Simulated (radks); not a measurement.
Results of a calculation; reference values are marked as such.
Valence configurations of neutral lead. Level of theory: scalar-relativistic Kohn-Sham, LDA (Slater exchange, Perdew-Wang correlation), spin-polarised, spherical densities, point nucleus; open shells are filled with parallel spins first (spin-orbit coupling, left out, can overturn this in heavy ions) (a radial shooting solver on a logarithmic mesh with Libxc functionals). Energies are relative to [Hg] 6p2; eigenvalues in eV for spin up.

| valence | E (eV) | moment (Bohr magnetons) | e(4f) | e(5d) | e(6p) | e(6s) |
|---|---|---|---|---|---|---|
| [Hg] 6p2 | 0.000 | 2 | -133.14 | -21.270 | -4.057 | -12.608 |
| [Xe] 4f14 5d10 6s1.5 6p2.5 | 3.774 | 3 | -133.96 | -22.113 | -4.537 | -13.324 |
| [Xe] 4f14 5d10 6s1 6p3 | 7.366 | 4 | -134.71 | -22.900 | -4.982 | -13.988 |
| [Xe] 4f14 5d9 6s2 6p3 | 18.329 | 4 | -138.98 | -25.870 | -5.242 | -14.822 |
| [Xe] 4f14 5d8 6s2 6p4 | 40.889 | 4 | -145.13 | -30.568 | -6.167 | -16.773 |
| [Xe] 4f13.5 5d10 6s2 6p2.5 | 66.678 | 3 | -142.96 | -24.263 | -4.663 | -13.780 |
| [Xe] 4f13.5 5d8.5 6s2 6p4 | 100.16 | 4 | -152.14 | -31.344 | -6.172 | -16.831 |
| [Xe] 4f13 5d10 6s2 6p3 | 137.67 | 4 | -152.95 | -27.306 | -5.256 | -14.928 |
| [Xe] 4f13 5d9 6s2 6p4 | 162.15 | 4 | -159.23 | -32.121 | -6.176 | -16.887 |
| [Xe] 4f13 5d8 6s2 6p5 | 189.51 | 4 | -165.50 | -36.835 | -7.018 | -18.702 |

NIST lists [Hg] 6p2 as the ground configuration; this level of theory agrees among the configurations tried. The energies are those of spherical high-spin densities, not of single terms.
